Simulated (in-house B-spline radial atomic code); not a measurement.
**O7+: 1s1**

Computed with a radial B-spline atomic code at the basis-set limit: non-relativistic LDA exchange-only, spin-polarised, spherical fractional occupations, point nucleus.

Z_r = [3n² - l(l+1)]/(2<r>); Z_e = n√(-2ε); the last column is Slater's effective charge. Values are occupation-weighted means over spin.

```csv
shell,electrons,ε (eV),<r> (bohr),Z_r,Z_e,Slater
1s,1,-812.89,0.189,7.94,7.73,8.00
```

The least bound orbital is 1s up at -812.9 eV, and it is also the most diffuse (<r> = 0.189 bohr).

The density falls to 0.001 bohr⁻³ at 0.7575 bohr; Σ<r²> = 0.04771 bohr² gives, by the non-relativistic formula and without the paramagnetism of open shells, a Langevin diamagnetic susceptibility of -0.03779×10⁻⁶ cm³/mol.
